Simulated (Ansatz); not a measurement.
Species: GeBrCl, charge 0, singlet. GeBrCl (SMILES [Cl][Ge][Br]).
B3LYP-D3(BJ)/def2-TZVP minimum from Ansatz (an electronic-structure program):
```
Ge
Cl 1 2.2039
Br 1 2.3684 2 100.94
```

Atomisation energy term by term, kcal/mol (programs: Ansatz). Radicals and triplets start from unrestricted determinants; spin-orbit coupling is neglected. Cores are frozen in correlated methods (noble-gas shells, and filled d and f shells in the p block). No relativity. CBS(X,Y): correlation extrapolated as X^-3, Hartree-Fock from the larger set. A bracket is a step between two methods taken in the basis named. Spin-orbit terms, left out, reach several kcal/mol for Br and I, and more for heavier atoms.

```json
[
 {"term": "Hartree-Fock", "basis": "def2-QZVPP", "kcal/mol": "119.99"},
 {"term": "CCSD correlation", "basis": "CBS(def2-TZVPP,def2-QZVPP)", "kcal/mol": "53.21"},
 {"term": "(T)", "basis": "CBS(def2-TZVPP,def2-QZVPP)", "kcal/mol": "7.18"},
 {"term": "CCSDT(Q) - CCSD(T)", "basis": "def2-TZVPP", "kcal/mol": "0.28"},
 {"term": "sum: De", "basis": "", "kcal/mol": "180.7"}
]
```

The step beyond CCSD(T) by other levels: CCSDT(Q) in def2-SVP 0.60 kcal/mol.
